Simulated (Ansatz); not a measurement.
Gas-phase electronic energies from Ansatz, PBE0-D4/def2-TZVP geometries. CCSD(T)/CBS adds triple-zeta CCSD(T) − MP2 to the extrapolated MP2 energy (def2 sets, frozen cores). DFT in def2-TZVPP. B3LYP here is the variant with VWN-RPA as its local correlation; programs differ in this. For Zn outer-core shells are correlated without core-valence functions, which leaves a few kJ/mol of doubt a bond. Scalar relativity is left out up to krypton.

Reaction (redistribution): `Cl[BH][ZnH]` + `BSB` → `B[S][ZnH]` + `BBCl`

```json
{"level": "revPBE-D4", "ΔE (kcal/mol)": "-8.3", "difference from CCSD(T)/CBS": "1.0"}
{"level": "B97M-V", "ΔE (kcal/mol)": "-11.0", "difference from CCSD(T)/CBS": "-1.7"}
{"level": "r2SCAN0-D4", "ΔE (kcal/mol)": "-10.8", "difference from CCSD(T)/CBS": "-1.5"}
{"level": "CAM-B3LYP-D4", "ΔE (kcal/mol)": "-9.1", "difference from CCSD(T)/CBS": "0.2"}
{"level": "B2PLYP", "ΔE (kcal/mol)": "-8.7", "difference from CCSD(T)/CBS": "0.6"}
{"level": "PBE-QIDH", "ΔE (kcal/mol)": "-9.6", "difference from CCSD(T)/CBS": "-0.3"}
{"level": "B3LYP", "ΔE (kcal/mol)": "-8.8", "difference from CCSD(T)/CBS": "0.5"}
{"level": "r2SCANh", "ΔE (kcal/mol)": "-10.6", "difference from CCSD(T)/CBS": "-1.3"}
{"level": "BHLYP", "ΔE (kcal/mol)": "-10.0", "difference from CCSD(T)/CBS": "-0.7"}
{"level": "CCSD/CBS(def2)", "ΔE (kcal/mol)": "-9.7", "difference from CCSD(T)/CBS": "-0.4"}
{"level": "CCSD(T)/CBS", "ΔE (kcal/mol)": "-9.3", "difference from CCSD(T)/CBS": "0"}
```

Largest T1 diagnostic among the species: 0.017.

From PBE to PBE0 (25 % exact exchange), in def2-TZVPP and without D4, ΔE moves by −0.9 kcal/mol. Leaving LDA and LC-ωPBE aside and taking each functional with its dispersion term where it has one, the values, not all of them listed here, spread over 3.0 kcal/mol, from B97M-V to BLYP-D4.
